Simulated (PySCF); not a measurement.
**Correlation energy of V⁺ (vanadium, charge +1)**

[Ar] 3d4, high-spin 5D determinant. Calculation: PySCF 2.14, in x2c-TZVPPall (6s5p4d2f1g, 64 functions); scalar relativity by spin-free X2C-1e. Frozen: [Ar]; 4 electrons correlated.

```csv
level,correlation energy (mhartree)
CCSD,-51.29
(T),-0.85
CCSD(T),-52.14
```

Diagnostics: T1 = 0.011, D1 = 0.0167, largest double amplitude 0.030.

Question: Is a single reference adequate?

Answer: Yes: T1 lies below 0.03 and no double amplitude reaches 0.07.
